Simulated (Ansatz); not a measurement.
Si5H2, relaxed as a singlet with RKS B3LYP-D4/def2-SVP in Ansatz, starting from the GFN1-xTB geometry. Force threshold 0.02 eV/Å.

The restricted singlet is unstable towards broken spin symmetry in Hartree–Fock (as tested in another run); at B3LYP-D4/def2-SVP this wasn't settled. Another isomer (singlet) lies 0.08 eV lower at PBE0-D4/def2-TZVP; other spin states weren't run for this one.

Start:

```xyz
7

Si   -0.5322    0.9726   -0.9342
Si    0.4286   -1.1157   -1.4081
Si   -1.6546   -0.1320    0.8071
Si    0.5335   -0.9738    0.9318
Si    1.2268    1.2443    0.5978
H    -1.0778    1.9554   -1.8698
H     1.0757   -1.9508    1.8752
```

**Question.** Estimate the energy that the relaxation releases and the steps that it takes.

**Answer.** 0.15 eV, in 5 steps; 8 s on 4 threads of Arm Neoverse V2 on a shared host. No frequencies were taken in this run, so the end may be a saddle point.

**Question.** Does the start keep its bonding and symmetry?

**Answer.** By distances, no bond broke or formed. The bond that changes most is Si1–Si5, from 2.35 to 2.33 Å (atoms count from 1). Point group D3d at the start, D3h at the end, both within 0.05 Å.

**Question.** Predict the relaxed structure.

**Answer.** 
```
atom   x (Å)   y (Å)   z (Å)
 Si1  -0.565   1.028  -0.986
 Si2   0.407  -1.057  -1.336
 Si3  -1.569  -0.125   0.769
 Si4   0.565  -1.028   0.986
 Si5   1.162   1.182   0.567
  H6  -1.112   2.023  -1.939
  H7   1.112  -2.023   1.939
```
Bond lengths: 6 × Si–Si 2.33 Å; 2 × H–Si 1.48 Å.
